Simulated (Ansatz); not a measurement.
Reactions of `C[SiH]1SC1F`.

Calculated with Ansatz (gas phase, PBE0-D4/def2-TZVP geometries, no zero-point term in ΔE). CCSD(T)/CBS adds triple-zeta CCSD(T) − MP2 to the extrapolated MP2 energy (def2 sets, frozen cores). This one scheme is used for every species, atoms too. DFT in def2-TZVPP. B3LYP here is the variant with VWN-RPA as its local correlation; programs differ in this. No spin–orbit coupling; open shells (•) take unrestricted orbitals. Spin–orbit coupling would lower the free atoms: a little for C, F, S, Si. Bonds to Sc are less sure, by a few kJ/mol each and by 10 to 20 or more in all where they break to atoms, as the def2 sets lack core-valence functions. Scalar relativity is left out up to krypton. Each species was taken in one conformer, which may not be the lowest.

| reaction | PBE0-D4 (kcal/mol) | CCSD/CBS(def2) (kcal/mol) | B3LYP-D4 (kcal/mol) | CCSD(T)/CBS(def2) (kcal/mol) |
| --- | --- | --- | --- | --- |
| `C[Si@H]1S[C@H]1F` + `FB(S)Cl` → `CSB(F)Cl` + `FC1[SiH2]S1` | 14.2 | 14.2 | 13.8 | 14.1 |
| `C[Si@H]1S[C@H]1F` + `C=C(N)N` → `C=C(N)NC` + `FC1[SiH2]S1` | 21.2 | 21.1 | 20.4 | 21.1 |
| `C[Si@H]1S[C@H]1F` + H₂ → `C[SiH]1CS1` + H–F | -26.2 | -29.5 | -24.5 | -28.5 |
| `C[Si@H]1S[C@H]1F` + `[F][Sc]([F])[Cl]` → `F[C@H]1S[Si@@H]1F` + `[CH3][Sc]([F])[Cl]` | 30.0 | 26.3 | 29.2 | 27.0 |
| `C[Si@H]1S[C@H]1F` → `CC1(F)[SiH2]S1` | 8.5 | 8.1 | 8.2 | 7.9 |
| `C[Si@H]1S[C@H]1F` → 2 C• + F• + 5 H• + S• + Si• | 873.2 | 852.2 | 864.7 | 867.5 |
| `C[Si@H]1S[C@H]1F` → `FC1[SiH2]S1` + `[CH2]` (triplet) | 116.5 | 114.0 | 115.0 | 116.8 |
| `C[Si@H]1S[C@H]1F` → `F/C(S)=C\[SiH3]` | 26.3 | 23.7 | 21.0 | 24.1 |

Largest T1 diagnostic: 0.016, for `[F][Sc]([F])[Cl]`.
